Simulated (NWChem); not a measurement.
# C2H6Cl2Si; SMILES C[Si](C)(Cl)Cl

```xyz
11

C     -0.0009     1.5637    -1.3606
Si     0.0000     0.0000    -0.3558
C      0.0009    -1.5637    -1.3606
Cl     1.6745     0.0009     0.8685
Cl    -1.6745    -0.0009     0.8685
H     -0.8948     1.6065    -2.0023
H     -0.0027     2.4456    -0.7031
H      0.8940     1.6088    -2.0006
H      0.0027    -2.4456    -0.7031
H     -0.8940    -1.6088    -2.0006
H      0.8948    -1.6065    -2.0023
```
Atoms are numbered in this order, from 1.

Results from NWChem. Geometry: optimised at PBE0/def2-SVP. Level: PBE0/def2-SVP with SMD (1 M gas to 1 M solution), gas-phase geometry. Reactions with the solvent are ignored.

For solvent n-hexane:

```yaml
solvation free energy (kcal/mol): -3.9
dipole in solution (D): 2.80
```

### Question
How do the values read with solvent dichloromethane instead?

### Answer
solvation free energy (kcal/mol): -5.2
dipole in solution (D): 3.15
